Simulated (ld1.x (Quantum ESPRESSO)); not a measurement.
# Reading a pseudo-wave (P)

Columns: radius, all-electron u(r) and pseudo u(r) of the 3p shell (level -5.37 eV) of phosphorus in the configuration [Ne] 3s2 3p3; BLYP, non-relativistic, TM scheme, ld1.x (Quantum ESPRESSO) 7.5.

| r (bohr) | all-electron | pseudo |
| --- | --- | --- |
| 0.078 | 0.0934 | -0.0035 |
| 0.155 | 0.2160 | -0.0138 |
| 0.232 | 0.2860 | -0.0307 |
| 0.310 | 0.2973 | -0.0540 |
| 0.388 | 0.2622 | -0.0829 |
| 0.465 | 0.1974 | -0.1163 |
| 0.542 | 0.1155 | -0.1537 |
| 0.620 | 0.0245 | -0.1949 |
| 0.698 | -0.0681 | -0.2386 |
| 0.775 | -0.1566 | -0.2833 |
| 0.852 | -0.2397 | -0.3289 |
| 0.930 | -0.3167 | -0.3753 |
| 1.008 | -0.3856 | -0.4212 |
| 1.085 | -0.4455 | -0.4652 |
| 1.162 | -0.4975 | -0.5070 |
| 1.240 | -0.5424 | -0.5461 |
| 1.318 | -0.5798 | -0.5809 |
| 1.395 | -0.6099 | -0.6101 |
| 1.472 | -0.6337 | -0.6337 |
| 1.550 | -0.6518 | -0.6518 |
| 1.628 | -0.6645 | -0.6645 |
| 1.705 | -0.6724 | -0.6724 |
| 1.782 | -0.6762 | -0.6762 |
| 1.860 | -0.6763 | -0.6763 |
| 1.938 | -0.6732 | -0.6732 |
| 2.015 | -0.6675 | -0.6675 |

Problem. How many radial nodes do the two functions have?

Solution. The all-electron 3p function has n − l − 1 = 1; the pseudo-wave has 0, since the states of the same l below it are removed with the core.

Problem. At about which radius was the pseudo-wave matched?

Solution. 1.55 bohr. The columns agree to 0.0005 from 1.40 bohr on; several derivatives are matched, so the curves merge somewhat inside the radius.

Problem. Is the pseudo-wave norm-conserving?

Solution. Yes: the TM scheme keeps the norm inside the radius equal to the all-electron one, which fixes the energy derivative of the logarithmic derivative at the level.
